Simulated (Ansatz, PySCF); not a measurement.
Gas-phase reaction in SMILES: CCCC[C@H](C)Cl -> [CH2]CCC[C@H](C)Cl + H atom (the C-H bond at the site shown breaks; other sites are not compared here)
Each molecule is optimised on its own at B3LYP-D3(BJ)/def2-TZVP (Ansatz, an electronic-structure program), one conformer each, not searched for the lowest.
Geometry of the first species:
```xyz
20

C     -3.6728    -0.4475    -0.2247
C     -2.3661    -0.8433     0.4564
C     -1.1339    -0.2930    -0.2573
C      0.1713    -0.6883     0.4237
C      1.4326    -0.2003    -0.2692
C      2.7066    -0.7308     0.3577
Cl     1.4886     1.6297    -0.2503
H     -3.7087    -0.8190    -1.2517
H     -3.7808     0.6389    -0.2635
H     -4.5379    -0.8501     0.3052
H     -2.2976    -1.9349     0.5119
H     -2.3699    -0.4860     1.4913
H     -1.1991     0.7963    -0.3099
H     -1.1243    -0.6513    -1.2930
H      0.2385    -1.7819     0.4678
H      0.1789    -0.3346     1.4589
H      1.3978    -0.4473    -1.3300
H      3.5877    -0.3479    -0.1552
H      2.7671    -0.4453     1.4086
H      2.7159    -1.8221     0.2955
```
Charge 0, spin multiplicity 1.

Quantity: bond dissociation energy (enthalpy at 298 K, with B3LYP-D3(BJ) rigid-rotor harmonic-oscillator terms from PySCF), in kcal/mol. Correlated levels leave the core frozen unless marked. UHF or UKS for open shells. No spin-orbit coupling. No relativistic terms. CBS(X,Y): correlation extrapolated as X^-3; Hartree-Fock from the larger set. The bracket is a focal-point correction in the basis named.

```json
[
 {"level": "BLYP/def2-TZVPD", "program": "Ansatz", "bond dissociation energy (kcal/mol)": "97.0"},
 {"level": "r2SCAN-D4/def2-TZVPD", "program": "Ansatz + dftd4", "bond dissociation energy (kcal/mol)": "95.7"},
 {"level": "B97M-V/def2-TZVPD", "program": "Ansatz", "bond dissociation energy (kcal/mol)": "…"},
 {"level": "r2SCANh-D4/def2-TZVPD", "program": "Ansatz + dftd4", "bond dissociation energy (kcal/mol)": "95.7"},
 {"level": "LC-wPBE-D3(BJ)/def2-TZVPD", "program": "Ansatz + dftd3", "bond dissociation energy (kcal/mol)": "…"},
 {"level": "B2GP-PLYP/def2-TZVPD", "program": "Ansatz", "bond dissociation energy (kcal/mol)": "98.9"},
 {"level": "B2PLYP-D3(BJ)/def2-TZVPD", "program": "Ansatz + dftd3", "bond dissociation energy (kcal/mol)": "99.0"},
 {"level": "SCS-MP2/cc-pV(D+d)Z", "program": "Ansatz", "bond dissociation energy (kcal/mol)": "98.2"},
 {"level": "CCSD/cc-pV(T+d)Z", "program": "Ansatz", "bond dissociation energy (kcal/mol)": "…"},
 {"level": "RI-MP2/CBS(cc-pV(T+d)Z,cc-pV(Q+d)Z)+[CCSD(T)-MP2]/cc-pV(T+d)Z", "program": "Ansatz", "bond dissociation energy (kcal/mol)": "…"}
]
```

Question: Fill in the missing entries.

Answer: 
- B97M-V/def2-TZVPD, bond dissociation energy (kcal/mol): 99.3
- LC-wPBE-D3(BJ)/def2-TZVPD, bond dissociation energy (kcal/mol): 97.2
- CCSD/cc-pV(T+d)Z, bond dissociation energy (kcal/mol): 99.6
- RI-MP2/CBS(cc-pV(T+d)Z,cc-pV(Q+d)Z)+[CCSD(T)-MP2]/cc-pV(T+d)Z, bond dissociation energy (kcal/mol): 102.0
